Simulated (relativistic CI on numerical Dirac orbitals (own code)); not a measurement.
**Sensitivity of the levels of Os48+ to α and to the nuclear radius**

These numbers are calculated, not measured: Dirac-Coulomb-Breit CI, KLI orbitals optimised for each configuration, derivatives by finite differences, unscaled Slater integrals, QED left out (own radial code, finite nucleus).

CI space (outside the closed core [Ne] 3s2): 3p6.3d10, 3p6.3d9.4s, 3p6.3d9.4p, 3p6.3d9.4d, 3p5.3d10.4s, 3p6.3d9.4f, 3p5.3d10.4p, 3p6.3d8.4s2. Levels of other configurations are missing.

With x = (α/α₀)² − 1 an excitation energy changes as ω = ω₀ + qx; K = 2q/ω₀ is the relative enhancement. Terms are leading LS components, so labels can repeat. The field-shift factor is F = δν/δ⟨r²⟩ for the transition from the lowest level.

Lowest level 3p6.3d10 1S_0.

| Level | ω₀ (cm⁻¹) | q (cm⁻¹) | F (GHz/fm²) |
| --- | --- | --- | --- |
| 3p6.3d9.4s 3D_3 | 13522908 | -1.835e+06 | 3030 |
| 3p6.3d9.4s 1D_2 | 13538879 | -1.832e+06 | 3030 |
| 3p6.3d9.4s 3D_1 | 14132369 | -1.218e+06 | 3050 |
| 3p6.3d9.4s 3D_2 | 14142521 | -1.218e+06 | 3050 |
| 3p6.3d9.4p 3P°_2 | 14353603 | -1.683e+06 | 360 |
| 3p6.3d9.4p 3F°_3 | 14364245 | -1.685e+06 | 356 |
| 3p6.3d9.4p 3F°_2 | 14963799 | -1.069e+06 | 374 |
| 3p6.3d9.4p 3D°_1 | 14991975 | -1.062e+06 | 374 |
| 3p6.3d9.4p 3F°_4 | 15309567 | -505700 | 171 |
| 3p6.3d9.4p 1D°_2 | 15324431 | -507500 | 177 |
| 3p6.3d9.4p 1P°_1 | 15333909 | -505200 | 179 |
| 3p6.3d9.4p 3D°_3 | 15351742 | -503400 | 171 |
| 3p6.3d9.4p 3P°_0 | 15890151 | 115600 | 191 |
| 3p6.3d9.4p 3P°_1 | 15927696 | 110700 | 191 |
| 3p6.3d9.4p 3F°_3 | 15930738 | 111300 | 188 |
| 3p6.3d9.4p 3D°_2 | 15952607 | 111700 | 190 |
| 3p6.3d9.4d 3P_1 | 16518479 | -442000 | 184 |
| 3p6.3d9.4d 3G_4 | 16560040 | -446500 | 182 |
| 3p6.3d9.4d 3D_2 | 16571493 | -444100 | 183 |
| 3p6.3d9.4d 3F_3 | 16591473 | -443000 | 182 |
| 3p6.3d9.4d 1P_1 | 16738124 | -236400 | 188 |
| 3p6.3d9.4d 3G_5 | 16752466 | -235300 | 188 |
| 3p6.3d9.4d 3D_3 | 16785521 | -232400 | 188 |

At this charge energies of transitions that change n are usually good to better than 1 %, and those within a shell (Δn = 0) to a few per cent.

Which transition from the lowest level has the largest |K|?

3p6.3d9.4s 3D_3 at 13522908 cm⁻¹, K = -0.271.
